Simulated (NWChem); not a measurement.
System: C$_{2}$H$_{8}$OSi; SMILES C[C@@H](O)[SiH3]

```xyz
12

C     -1.1614     1.2604     0.1248
C      0.0352     0.4889    -0.3980
O      1.1987     1.0746     0.1683
Si    -0.0284    -1.3672     0.0523
H     -1.0619     2.3269    -0.1320
H     -2.1008     0.8844    -0.3081
H     -1.2276     1.1859     1.2213
H      0.0488     0.5817    -1.5047
H      1.9728     0.6706    -0.2373
H     -0.1656    -1.5285     1.5312
H      1.2586    -2.0010    -0.3796
H     -1.1588    -2.0731    -0.6303
```
Atoms are numbered in this order, from 1.

Computed with NWChem. The geometry was optimised at PBE0/def2-SVP.

### Question
Among these, which level gives the lowest value of “highest occupied level (eV)”?
A. PBE0/def2-TZVP
B. B3LYP/def2-TZVP
C. PBE/def2-TZVP
D. CAM-B3LYP/def2-TZVP

### Answer
D, CAM-B3LYP/def2-TZVP. Values: CAM-B3LYP/def2-TZVP -8.75; PBE0/def2-TZVP -7.32; B3LYP/def2-TZVP -7.12; PBE/def2-TZVP -5.88
